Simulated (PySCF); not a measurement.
# Electronic structure of Be⁺ (beryllium, charge +1) at the UHF level

Configuration: [He] 2s1, 2S determinant. Calculation: PySCF 2.14, in aug-cc-pVDZ-DK (4s3p2d, 23 functions); scalar relativity by spin-free X2C-1e.

```
Total energy                        : -14.278108 hartree
One-electron energy                 : -17.5925 hartree
Hartree (Coulomb) energy            : 5.8156 hartree
Exchange energy                     : -2.5012 hartree
⟨S²⟩                                : 0.7500
⟨L²⟩                                : 0.000
Sum of ⟨r⟩                          : 3.141 bohr
Sum of ⟨r²⟩                         : 6.708 bohr²
Langevin diamagnetic susceptibility : -5.31 ×10⁻⁶ cm³/mol
Time after the integrals            : 0.03 s of wall time on 1 thread of Neoverse-V2 (shared host)
```

```json
{"shell": "1s α", "electrons": "1", "mean orbital energy (eV)": "-140.56", "rms radius, mean of both spins (bohr)": "0.482"}
{"shell": "1s β", "electrons": "1", "mean orbital energy (eV)": "-139.69", "rms radius, mean of both spins (bohr)": "0.482"}
{"shell": "2s α", "electrons": "1", "mean orbital energy (eV)": "-18.095", "rms radius, mean of both spins (bohr)": "2.50"}
```
